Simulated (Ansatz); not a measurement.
This triplet is an excited state, 1.58 eV above the relaxed singlet at the level composite: frozen-core CCSD(T) with HF/cc-pVQZ and the correlation energy extrapolated as X^-3 from cc-pVTZ and cc-pVQZ, plus CCSDT(Q) minus CCSD(T) in cc-pVDZ // PBE0-D3(BJ)/def2-TZVP (Ansatz, a program for electronic structure).

Computed with PBE0-D3(BJ)/def2-TZVP in Ansatz. No frequencies were computed at this level.

Ansatz 0.2 input:
```yaml
crystal:
  periodic: [false, false, false]
  atoms:
    - { symbol: F, position_ang: [-1.241343, -0.299301, 0.000005] }
    - { symbol: C, position_ang: [-0.142858, 0.454213, 0.0] }
    - { symbol: Cl, position_ang: [1.384202, -0.154911, -0.000005] }
basis:
  gaussian: { orbitals: def2-tzvp }
hamiltonian:
  xc: pbe0
  dispersion: d3bj
relax:
  max_steps: 150
magnetization:
  spin_polarized: true
  initial_magnetization: 2
```

Output:

```
Functional definition: PBE0
604 factors; their error is unknown
mean field evaluation 1: about -16264.9275 eV, gradient 1.6e1 eV
mean field evaluation 2: about -16264.4041 eV, gradient 2.1e1 eV
mean field evaluation 4: about -16266.3013 eV, gradient 1.4e0 eV
mean field evaluation 8: about -16266.3132 eV, gradient 5.7e-2 eV
mean field evaluation 16: about -16266.3663 eV, gradient 4.8e-5 eV
mean field -16266.36626136 eV, -597.7779343661 hartree, gradient 3.3e-5 eV, S^2 2.006612; 0 other end points of the search recorded, 0 dependent functions left out
reference -16266.36628121 eV, -597.7779350953 hartree; 17, 15 occupied and 82, 84 virtual orbitals, 604 factors
relax step   1: F+E_penalty+E_count = -16266.39685255 eV  Δ(F+E_penalty+E_count) = +0.000e0 eV  max|allowed force component| = 1.303e0 eV/Å  Δτ_max = 0.0000 Å  (31 SCF iters, accepted)
these checks for a lower state are left out or cut short: starts, cluster_reference, orbital_swaps, neighbouring_geometries, increment
604 factors; their error is unknown
mean field -16266.37870247 eV, -597.7783915683 hartree, gradient 2.2e-5 eV, S^2 2.006557; 0 other end points of the search recorded, 0 dependent functions left out
reference -16266.37872239 eV, -597.7783923004 hartree; 17, 15 occupied and 82, 84 virtual orbitals, 604 factors
relax step   2: F+E_penalty+E_count = -16266.40929666 eV  Δ(F+E_penalty+E_count) = -1.244e-2 eV  max|allowed force component| = 7.699e-1 eV/Å  Δτ_max = 0.0071 Å  (33 SCF iters, accepted)
these checks for a lower state are left out or cut short: starts, cluster_reference, orbital_swaps, neighbouring_geometries, increment
604 factors; their error is unknown
mean field evaluation 32: about -16266.3853 eV, gradient 1.7e-3 eV
mean field -16266.38532248 eV, -597.7786348492 hartree, gradient 2.0e-5 eV, S^2 2.006488; 0 other end points of the search recorded, 0 dependent functions left out
reference -16266.38534249 eV, -597.7786355846 hartree; 17, 15 occupied and 82, 84 virtual orbitals, 604 factors
relax step   3: F+E_penalty+E_count = -16266.41590236 eV  Δ(F+E_penalty+E_count) = -6.606e-3 eV  max|allowed force component| = 2.110e-2 eV/Å  Δτ_max = 0.0105 Å  (33 SCF iters, accepted)
these checks for a lower state are left out or cut short: starts, cluster_reference, orbital_swaps, neighbouring_geometries, increment
604 factors; their error is unknown
mean field -16266.38533131 eV, -597.7786351738 hartree, gradient 5.8e-5 eV, S^2 2.006488; 0 other end points of the search recorded, 0 dependent functions left out
reference -16266.38535132 eV, -597.7786359091 hartree; 17, 15 occupied and 82, 84 virtual orbitals, 604 factors
relax step   4: F+E_penalty+E_count = -16266.41591135 eV  Δ(F+E_penalty+E_count) = -8.982e-6 eV  max|allowed force component| = 3.838e-3 eV/Å  Δτ_max = 0.0005 Å  (23 SCF iters, accepted)
604 factors; their error is unknown
mean field -16266.38533131 eV, -597.7786351738 hartree, gradient 5.8e-5 eV, S^2 2.006488; 1 other end points of the search recorded, 0 dependent functions left out
reference -16266.38535132 eV, -597.7786359091 hartree; 17, 15 occupied and 82, 84 virtual orbitals, 604 factors
Total energy: -16266.41593135 eV, -597.7797597045 hartree
Atom 0 at    -1.234551    -0.293348     0.000005 Å, force     0.003795    -0.001612    -0.000000 eV/Å
Atom 1 at    -0.160052     0.451444     0.000000 Å, force    -0.001991     0.003838     0.000000 eV/Å
Atom 2 at     1.394604    -0.158096    -0.000005 Å, force    -0.001803    -0.002227     0.000000 eV/Å
Dipole moment:     0.089210     0.000752    -0.000000 e Å
```

Cost: around 7 core-seconds (rough).
